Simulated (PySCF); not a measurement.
## Ionisation energy of Ga⁺ by level of theory

Ga⁺ [Ar] 3d10 4s2 (1S) → Ga²⁺ [Ar] 3d10 4s1 (2S), as a difference of total energies. Calculation: PySCF 2.14, in x2c-TZVPPall; the spin-free X2C one-electron Hamiltonian (Gaussian nucleus). Correlated levels: valence: [Ar] 3d10 frozen; valence and next inner shell: [Ne] frozen. The calculations carry no spin-orbit coupling.

| method | ionisation energy (eV) | error (eV) |
| --- | --- | --- |
| UHF | 18.740 | -1.775 |
| LDA | 21.136 | +0.621 |
| PBE | 20.769 | +0.254 |
| PBE0 | 20.428 | -0.087 |
| r2SCAN | 20.495 | -0.020 |
| CAM-B3LYP | 20.775 | +0.260 |
| PBEsol | 20.710 | +0.195 |
| wB97X | 20.716 | +0.201 |
| wB97X-V | 20.402 | -0.113 |
| MP2 (valence) | 19.452 | -1.063 |
| SCS-MP2 (valence) | 19.594 | -0.921 |
| MP2 (valence and next inner shell) | 19.950 | -0.565 |
| SCS-MP2 (valence and next inner shell) | 20.004 | -0.511 |

Reference: 20.515 eV (measured; NIST Atomic Spectra Database, ionization energies).

Errors of the correlated levels include the incompleteness of this basis and the frozen core.

MP2 underrates the near-degeneracy of ns² with np² in the lower species.
